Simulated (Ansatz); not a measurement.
Compare A (`O[SiH2]CCl`) with its isomer B (`C[SiH](O)Cl`).

Computed with Ansatz on PBE0-D4/def2-TZVP structures; ΔE is electronic, products minus reactants. CCSD(T)/CBS adds triple-zeta CCSD(T) − MP2 to the extrapolated MP2 energy (def2 sets, frozen cores). DFT in def2-TZVPP. B3LYP here is the variant with VWN-RPA as its local correlation; programs differ in this. Each species was taken in one conformer, which may not be the lowest.

(1) Which isomer does CCSD(T)/CBS put lower? Give the gap. (An estimate is asked.)

(2) Give E(B) − E(A) in kJ/mol with CCSD(T)/def2-SVP, HF/def2-TZVPP, LDA (SPW92), B3LYP-D4, ωB97M-V, MP2/def2-TZVPP, CCSD/def2-TZVPP. (An estimate is asked.)

(3) Does the order hold for the free energy at 298.15 K (harmonic terms from PBE0-D4)? (Estimate.)

Largest T1 diagnostic: 0.010.

## Answers

(1) The calculation gave: B, by 188.5 kJ/mol.

(2) Computed: CCSD(T)/def2-SVP -183.0, HF/def2-TZVPP -191.2, LDA (SPW92) -185.3, B3LYP-D4 -185.9, ωB97M-V -190.2, MP2/def2-TZVPP -193.7, CCSD/def2-TZVPP -188.1. None reverses the order clearly.

(3) Computed: Yes: G(B) − G(A) = -184.1 kJ/mol, for one conformer each.

From BLYP to BHLYP (50 % exact exchange), in def2-TZVPP and without D4, E(B) − E(A) moves by −9.5 kJ/mol. Leaving LDA and LC-ωPBE aside and taking each functional with its dispersion term where it has one, the values, not all of them listed here, spread over 16.1 kJ/mol, from B97M-V to BLYP-D4.
